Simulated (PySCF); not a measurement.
**Electron correlation in Pt (platinum, neutral)**

[Xe] 4f14 5d9 6p1, one real determinant (an excited configuration). Computed with PySCF 2.14 in def2-TZVPPD with the def2 core potential (60 electrons) (6s5p3d2f1g, 59 functions), with scalar relativity through the core potential. Frozen: nothing; 18 electrons correlated.

| level | correlation energy (mhartree) |
| --- | --- |
| CCSD | -480.28 |
| (T) | -18.30 |
| CCSD(T) | -498.58 |

Diagnostics: T1 = 0.020, D1 = 0.0988, largest double amplitude 0.053.

The real determinant used has ⟨L²⟩ near 8 against 12 for a pure F term, so it mixes terms. Spin-orbit coupling, absent here, splits the open shell strongly.

Cost of the coupled-cluster step: roughly 40 core-seconds, for 18 correlated electrons.

Iterations:

```
CC2 = 0
CCSD nocc = (np.int64(10), np.int64(8)), nmo = (59, 59)
frozen orbitals [[], []]
max_cycle = 100
direct = 0
conv_tol = 1e-08
conv_tol_normt = 1e-06
diis_space = 8
diis_start_cycle = 0
Init t2, MP2 energy = -0.493802985780029
Init E_corr(UCCSD) = -0.493802985780378
cycle = 1  E_corr(UCCSD) = -0.466803943287716  dE = 0.0269990425  norm(t1,t2) = 0.081007
cycle = 2  E_corr(UCCSD) = -0.47839319600364  dE = -0.0115892527  norm(t1,t2) = 0.0330352
cycle = 3  E_corr(UCCSD) = -0.477967400852903  dE = 0.000425795151  norm(t1,t2) = 0.0212379
cycle = 4  E_corr(UCCSD) = -0.480044525990569  dE = -0.00207712514  norm(t1,t2) = 0.0128955
cycle = 5  E_corr(UCCSD) = -0.480216603278828  dE = -0.000172077288  norm(t1,t2) = 0.00496078
cycle = 6  E_corr(UCCSD) = -0.480090620335798  dE = 0.000125982943  norm(t1,t2) = 0.00341505
cycle = 7  E_corr(UCCSD) = -0.480309006341211  dE = -0.000218386005  norm(t1,t2) = 0.00194697
cycle = 8  E_corr(UCCSD) = -0.480310687450213  dE = -1.681109e-06  norm(t1,t2) = 0.00106887
cycle = 9  E_corr(UCCSD) = -0.480278230665583  dE = 3.24567846e-05  norm(t1,t2) = 0.000560571
cycle = 10  E_corr(UCCSD) = -0.480281542232891  dE = -3.31156731e-06  norm(t1,t2) = 0.00025716
cycle = 11  E_corr(UCCSD) = -0.480283784495379  dE = -2.24226249e-06  norm(t1,t2) = 0.000175591
cycle = 12  E_corr(UCCSD) = -0.480280778705271  dE = 3.00579011e-06  norm(t1,t2) = 8.61484e-05
cycle = 13  E_corr(UCCSD) = -0.480281536184775  dE = -7.57479504e-07  norm(t1,t2) = 4.67131e-05
cycle = 14  E_corr(UCCSD) = -0.480281818737405  dE = -2.8255263e-07  norm(t1,t2) = 2.78577e-05
cycle = 15  E_corr(UCCSD) = -0.480282560809338  dE = -7.42071933e-07  norm(t1,t2) = 1.45397e-05
cycle = 16  E_corr(UCCSD) = -0.480282634614941  dE = -7.38056036e-08  norm(t1,t2) = 7.41745e-06
cycle = 17  E_corr(UCCSD) = -0.480282374622375  dE = 2.59992567e-07  norm(t1,t2) = 3.28273e-06
cycle = 18  E_corr(UCCSD) = -0.480282276894495  dE = 9.77278791e-08  norm(t1,t2) = 1.31112e-06
cycle = 19  E_corr(UCCSD) = -0.480282248590386  dE = 2.83041097e-08  norm(t1,t2) = 6.30303e-07
cycle = 20  E_corr(UCCSD) = -0.480282260350012  dE = -1.17596264e-08  norm(t1,t2) = 2.97481e-07
cycle = 21  E_corr(UCCSD) = -0.480282261537827  dE = -1.18781507e-09  norm(t1,t2) = 1.37253e-07
UCCSD converged
E(UCCSD) = -118.730527105075  E_corr = -0.4802822615378273
UCCSD(T) correction = -0.0183035832147177
```

The reference is one real determinant that mixes LS terms of this configuration.

The basis has no tight functions for the innermost shells, so their pair energies are far from complete.

This basis was not built for core-valence correlation, so the inner-shell part is incomplete.
